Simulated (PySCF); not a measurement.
Molecular orbitals of LaCl

RHF at R = 2.529 Å; PySCF, spin-free X2C with a Gaussian nucleus, basis sets La x2c-SVPall, Cl x2c-SVPall. State: singlet, about 0.1 electrons in the 4f shell (Mulliken). Only the outer orbitals are listed, counted within each symmetry.

| orbital | occ. | ε (eV) | on La (%) | main shells (%) |
| --- | --- | --- | --- | --- |
| 14σ | 2 | -31.22 | 70 | 70 La p, 28 Cl s |
| 7π | 2 | -29.79 | 100 | 100 La p |
| 7π | 2 | -29.79 | 100 | 100 La p |
| 15σ | 2 | -27.39 | 31 | 69 Cl s, 29 La p |
| 16σ | 2 | -12.71 | 13 | 86 Cl p, 9 La d |
| 8π | 2 | -12.20 | 8 | 92 Cl p |
| 8π | 2 | -12.20 | 8 | 92 Cl p |
| 17σ | 2 | -5.41 | 100 | 81 La s, 15 La d |
| 18σ | 0 | 0.68 | 98 | 46 La d, 41 La p, 12 La s |
| 9π | 0 | 0.73 | 99 | 54 La p, 45 La d |
| 9π | 0 | 0.73 | 99 | 54 La p, 45 La d |

**Question.** Which are the highest filled and the lowest empty level, where do they sit, and how wide is the gap?

**Answer.** Highest filled 17σ at -5.41 eV (in %: 81 La s, 15 La d); lowest empty 18σ at 0.68 eV (in %: 46 La d, 41 La p, 12 La s); the gap at RHF is 6.09 eV. An empty level above zero is unbound, and its energy depends on the basis.

| Item | Value |
| --- | --- |
| bond order (Mayer) | 1.06 |
| ⟨S²⟩ | 0.000 |
| charge on La (Mulliken, basis-dependent) | 0.40 |
| charge on La (Löwdin, basis-dependent) | 0.02 |
| dipole moment (positive dipole means La(−)Cl(+)) | -3.23 D |
| polarisability along the bond | 160.4 bohr³ |
| polarisability across the bond | 179.9 bohr³ |

Spin–orbit coupling is left out.
